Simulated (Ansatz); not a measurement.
Molecule: C6H7, net charge -1, singlet state. It need not be the lowest isomer of its formula. Whether it binds its extra electron was not tested at this geometry. 
Geometry from a B3LYP-D3(BJ)/def2-TZVP (Ansatz, an electronic-structure program) optimisation:
SMILES: C1=C(C[C-]=C1)C
```xyz
13

C     -2.1295     0.2752    -0.1074
C     -0.6452     0.1250    -0.0291
C      0.2920     1.0860     0.1062
C      1.6317     0.4834     0.1388
C      1.6237    -0.8833     0.0270
C      0.1132    -1.1852    -0.0896
H     -2.5410    -0.1230    -1.0466
H     -2.6474    -0.2651     0.6987
H     -2.4328     1.3255    -0.0404
H      0.0718     2.1523     0.1796
H      2.5250     1.1014     0.2436
H     -0.0924    -1.7281    -1.0249
H     -0.1984    -1.8697     0.7142
```
Charge -1, spin multiplicity 1.

Basis-set convergence of Hartree-Fock and CCSD correlation energies (hartree) with Ansatz. Valence correlation only, unless marked. No spin-orbit coupling. Non-relativistic. This anion needs diffuse functions, which these sets lack.

The Hartree-Fock reference is unstable (checked in the largest basis), which strains HF and MP2. 

```json
[
 {"basis": "cc-pVDZ", "functions": "119", "E(HF)": "-231.17464", "E(corr, CCSD)": "-0.86516"},
 {"basis": "cc-pVTZ", "functions": "278", "E(HF)": "-231.23789", "E(corr, CCSD)": "-1.02627"},
 {"basis": "cc-pVQZ", "functions": "540", "E(HF)": "[?]", "E(corr, CCSD)": "[?]"}
]
```

Fill in the missing entries.


- cc-pVQZ, E(HF): -231.25536
- cc-pVQZ, E(corr, CCSD): -1.07626
